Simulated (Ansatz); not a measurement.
`C[S][AlH2]` + `CC(C)Br` → `CC(C)(C)Br` + `[AlH2][SH]`  (formal exchange of groups at a C–S bond)

Computed with Ansatz on PBE0-D4/def2-TZVP structures; ΔE is electronic, products minus reactants. CBS: MP2 limit from def2 TZ/QZ plus the TZ coupled-cluster correction, frozen cores. This one scheme is used for every species. DFT in def2-TZVPP. For Br outer-core shells are correlated without core-valence functions, which leaves a few kJ/mol of doubt a bond. Scalar relativity is left out up to krypton.

`C[S][AlH2]`:

Cartesian coordinates in Å:
```
C -0.219 0.838 1.078
S 0.776 -0.656 0.772
Al 0.331 -1.102 -1.302
H -0.922 0.632 1.884
H -0.771 1.142 0.189
H 0.446 1.646 1.381
H -0.669 -0.134 -2.060
H 1.028 -2.367 -1.942
```

`CC(C)Br`:

```xyz
11

C     0.789    0.876   -0.533
C    -0.368    0.320    0.259
C    -0.532   -1.174    0.120
Br   -0.125    0.770    2.161
H     0.882    1.955   -0.405
H     1.729    0.410   -0.228
H     0.633    0.666   -1.596
H    -1.294    0.834    0.001
H    -0.712   -1.421   -0.931
H     0.371   -1.696    0.443
H    -1.372   -1.542    0.709
```

`CC(C)(C)Br`:

Cartesian coordinates in Å:
```
C -0.505 -0.558 -1.243
C 0.078 0.282 -0.126
C -0.938 0.548 0.965
C 1.351 -0.324 0.427
Br 0.564 2.044 -0.914
H -1.397 -0.093 -1.664
H 0.219 -0.709 -2.044
H -0.784 -1.539 -0.842
H -1.834 1.024 0.564
H -0.523 1.190 1.744
H -1.228 -0.404 1.421
H 1.118 -1.298 0.870
H 1.787 0.309 1.201
H 2.092 -0.472 -0.359
```

`[AlH2][SH]`:

Cartesian coordinates in Å:
```
Al -0.594 0.034 -0.265
S 0.879 -0.398 1.285
H -2.101 -0.277 0.089
H -0.100 0.627 -1.644
H 1.916 0.013 0.535
```

(1) Is it downhill or uphill in electronic energy at CCSD(T)/CBS, and by how much? (Estimate.)

(2) What do these levels give: PBE, r2SCAN, RPA@PBE/def2-TZVPP, SCS-MP2/def2-TZVPP, SCS-MP2/def2-QZVPP, HF/CBS(def2)? (Best estimate.)

Largest T1 diagnostic among the species: 0.011.

Answers

(1) The calculation gave: Downhill: ΔE = -0.35 eV.

(2) The calculation gave: PBE -0.21, r2SCAN -0.30, RPA@PBE/def2-TZVPP -0.37, SCS-MP2/def2-TZVPP -0.36, SCS-MP2/def2-QZVPP -0.34, HF/CBS(def2) -0.25 eV.

From PBE to PBE0 (25 % exact exchange), in def2-TZVPP and without D4, ΔE moves by −0.03 eV. The D4 term adds −0.06 eV with B3LYP and −0.03 eV with PBE0; it sums over pairs of atoms, weighted by their polarisabilities, and B3LYP, whose exchange is more repulsive, gets the larger term.

B3LYP here is the variant with VWN-RPA as its local correlation; programs differ in this.
